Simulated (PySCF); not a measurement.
Sn(F)(Me) (CH3FSn), SMILES [CH3][Sn][F] (connectivity only; charge and spin as stated), neutral, multiplicity 1. Atoms are numbered in the order given.

```xyz
6

Sn     0.3643     0.1495     0.0000
F     -1.3666     1.1102     0.0000
C     -0.5941    -1.8312     0.0000
H      0.1297    -2.6579     0.0000
H     -1.2413    -1.9123    -0.8873
H     -1.2413    -1.9123     0.8873
```

Geometry: PBE-D3(BJ)/def2-TZVP. The def2 effective core potentials stand for the cores of Sn; spin–orbit coupling is left out.

Computed with IEF-PCM-B3LYP/def2-SVP (PySCF).

The values are the electrostatic part of the solvation free energy, E(continuum) − E(gas) at the gas-phase geometry, in a cavity of scaled van der Waals radii (PySCF's table); cavitation and dispersion terms are not included. A continuum can't describe solvent molecules that bind to the metal. In vacuum the orbital gap is 3.67 eV. The dipole moment in vacuum is 2.65 D.

Computed values in water (ε = 78.36), chloroform (ε = 4.71), diethylether (ε = 4.24):
| solvent | ε | ΔG(elec) (kcal/mol) | dipole (D) | gap (eV) |
|---|---|---|---|---|
| water | 78.36 | -5.3 | 3.36 | 3.83 |
| chloroform | 4.71 | -3.8 | 3.14 | 3.78 |
| diethylether | 4.24 | -3.6 | 3.12 | 3.78 |
